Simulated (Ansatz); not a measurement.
Te2Pb3⁺. Charge 1, multiplicity 2. Geometry PBE0-D4/def2-SVP, basis def2-TZVP, Ansatz.

Cartesian coordinates in Å:
```
Pb 0.967 1.465 1.167
Pb 0.910 0.234 -1.877
Pb -1.612 -1.465 0.597
Te -1.578 1.259 -0.470
Te 1.314 -1.493 0.583
```

```
run  HOMO (eV)  LUMO (eV)
  A      -8.64      -7.58
  B      -8.34      -7.75
  C      -8.73      -7.47
  D      -9.33      -7.00
  E      -8.52      -8.11
  F      -9.09      -7.11
```

In the def2 sets Pb, Te take a core potential; there is no spin–orbit coupling. HSE06 is defined as in plane-wave codes, on full-range PBE exchange. The structure comes from a short search, and lower isomers may exist.

HOMO and LUMO are taken over both spins.

Question: The runs used HSE06, LDA (SPW92), PBE, PBE0, r2SCAN, r2SCAN0. Estimate which is which.

Answer: A r2SCAN (0 % exact exchange); B PBE (0 % exact exchange); C HSE06 (range-separated); D r2SCAN0 (25 % exact exchange); E LDA (SPW92) (0 % exact exchange); F PBE0 (25 % exact exchange). Exact exchange lowers occupied and raises empty levels; among semilocal functionals meta-GGAs tend to open the gap a little, and such runs are hard to tell apart. The gap grows from 0.40 eV (LDA (SPW92)) to 2.33 eV (r2SCAN0).
